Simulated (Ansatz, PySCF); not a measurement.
C2H6BrIn, SMILES [CH3][In]([CH3])[Br].

Geometry optimised at B3LYP-D3(BJ)/def2-SVP. The structure was generated by enumeration; whether it is a known compound was not checked. The def2 effective core potentials stand for the cores of In; spin–orbit coupling is left out.

Vertical ionisation energy (IE) and electron affinity (EA) in eV. Rows of orbital energies are one-electron estimates. Where ΔSCF, EOM or ADC give a negative EA the extra electron is unbound and the value depends on the basis.

| level | IE | EA |
|---|---|---|
| −ε(HOMO), −ε(LUMO), B3LYP/def2-TZVP (PySCF) | ? | ? |
| −ε(HOMO), −ε(LUMO), PBE/def2-TZVP (PySCF) | 6.15 | 2.04 |
| ΔSCF, CAM-B3LYP/def2-SVPD (Ansatz), final states of multiplicity 2 and 2 | 9.51 | -0.12 |
| ΔSCF, PBE/def2-SVPD (Ansatz), final states of multiplicity 2 and 2 | 8.94 | -0.08 |

Task: What belongs in the gaps? (Estimate from the structure and the level; the computed values follow.)

Result: 
- −ε(HOMO), −ε(LUMO), B3LYP/def2-TZVP (PySCF), IE: 7.09
- −ε(HOMO), −ε(LUMO), B3LYP/def2-TZVP (PySCF), EA: 1.61

Task: What vertical singlet–triplet gap does ΔSCF give with CAM-B3LYP/def2-SVPD (Ansatz, an electronic-structure program) and with PBE/def2-SVPD (Ansatz)? (The exact figures need the calculation; the answer reports its results.)

Result: 4.88 and 4.27 eV (triplet above singlet where positive).
